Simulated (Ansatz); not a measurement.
methylhydroxycarbene (C₂H₄O), SMILES C[C]O (connectivity only; charge and spin as stated), neutral, multiplicity 1.

Coordinates come from a r2SCAN-D4/def2-TZVP optimisation. The geometry has at least one imaginary mode, so it is a saddle point at that level. One conformer was computed; it need not be the lowest.

Two levels are set side by side: PBE/def2-TZVPD (Ansatz, an electronic-structure program) and PBE0/def2-TZVPD (Ansatz). Energy differences of separate SCF runs at the same geometry; the states with an electron removed or added have multiplicity 2 and 2. Differences are taken from unrounded values.

```
quantity                            PBE
---------------------------------  ----
vertical ionisation energy (eV)    8.61
vertical singlet–triplet gap (eV)  1.57
```

### Question
These are the PBE values. What does PBE0 give? (An estimate is asked for; the answer gives what the named calculation found.)

### Answer

```json
[
 {"quantity": "vertical ionisation energy (eV)", "PBE0": "8.64", "PBE minus PBE0": "-0.03"},
 {"quantity": "vertical singlet–triplet gap (eV)", "PBE0": "1.41", "PBE minus PBE0": "0.16"}
]
```
